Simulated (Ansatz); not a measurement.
This geometry of BrH + ClGeH3O3 (10 atoms, charge 0, multiplicity 1) is a first-order saddle point.

Method: RKS PBE/def2-SVP in Ansatz.

```xyz
10
Properties=species:S:1:pos:R:3
Ge 0.202 0.261 -0.015
Cl -0.203 -0.133 2.512
O 1.777 -0.103 -0.770
H 1.704 -1.035 -1.068
O -0.941 1.406 -0.769
H -1.653 0.844 -1.144
O -0.617 -1.326 -0.299
H -1.035 -1.663 0.515
Br 1.319 2.268 1.185
H 0.575 1.181 2.307
```

Which two structures does it join? (They come from a converged band through this point; their orientation in space is the band's.)

Bonds broken: Ge1–Cl2, Br9–H10. Bonds formed: Ge1–Br9, Cl2–H10. BrH + ClGeH3O3 becomes BrGeH3O3 + ClH.

Image 0:

```xyz
10
Properties=species:S:1:pos:R:3
Ge -0.351 -0.217 -0.120
Cl -0.572 0.240 2.038
O 1.357 -0.381 -0.519
H 1.888 0.357 -0.140
O -1.098 1.086 -1.054
H -2.051 1.155 -0.851
O -1.208 -1.728 -0.464
H -0.789 -2.478 0.001
Br 2.587 2.121 1.512
H 1.365 1.545 2.051
```

Image 10:

```xyz
10
Properties=species:S:1:pos:R:3
Ge 0.337 0.339 -0.382
Cl -0.865 -0.172 3.304
O 1.245 -0.011 -1.867
H 1.736 -0.850 -1.762
O -1.006 1.424 -0.793
H -1.427 1.111 -1.619
O -0.098 -1.235 0.309
H -0.451 -1.133 1.225
Br 1.579 1.586 1.166
H 0.078 0.641 2.874
```

How far does it lie above each of them?

23.1 kcal/mol above the first and 24.2 kcal/mol above the second. This is the barrier of this one path; another mechanism may lie lower. The orbitals stay closed-shell, which can raise the energy where a bond breaks towards radicals; this wasn't checked here.

Time of the run: 5.6 min on 4 threads of Arm Neoverse V2, on a shared host, peak memory 0.25 GiB.
